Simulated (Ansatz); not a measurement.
The same path of FH + H4OSn (8 atoms, charge 0, multiplicity 1) was run twice with different band settings. Lost on the way: Sn1–H2, F7–H8. Made: Sn1–F7, H2–H8.

Method: Ansatz 0.2.0, RKS PBE-D4/def2-SVP.

Relaxed end points:

```xyz
8
Properties=species:S:1:pos:R:3
Sn 0.228 0.078 -0.077
H 0.099 0.298 1.666
H 1.868 -0.206 -0.511
H -0.490 1.440 -0.861
O -0.716 -1.637 -0.520
H -1.582 -1.577 -0.064
F -2.427 -0.403 1.456
H -1.604 -0.227 1.887
```

```xyz
8
Properties=species:S:1:pos:R:3
Sn -0.355 0.025 -0.539
H -0.187 -0.053 3.588
H 1.255 0.068 0.052
H -0.859 1.084 -1.807
O -0.692 -1.897 -0.963
H -1.613 -2.030 -1.261
F -1.567 0.472 0.949
H -0.606 0.097 2.958
```

Common settings: movable images 7; climbing image yes; spring 5.0 eV/Å²; optimiser quadratic models (default); force threshold 0.05 eV/Å; iteration limit 60; end points relaxed.

| run | start path |
| --- | --- |
| 1 | through a guess of the saddle point |
| 2 | straight line |

Q: What does each run give, and how far can it be trusted?

A: Run 1: converged after 26 iterations, highest image 0.790 eV above the first end. A vibrational analysis at the climbing image gives one clearly imaginary mode, 884i cm⁻¹: a first-order saddle point.
Run 2: converged after 23 iterations, highest image 0.791 eV above the first end. Another band between the same ends (7 images) ends at a top of the same energy, where a vibrational analysis finds 1 clearly imaginary mode.
The orbitals stay closed-shell, which can raise the energy where a bond breaks towards radicals; this wasn't checked here.
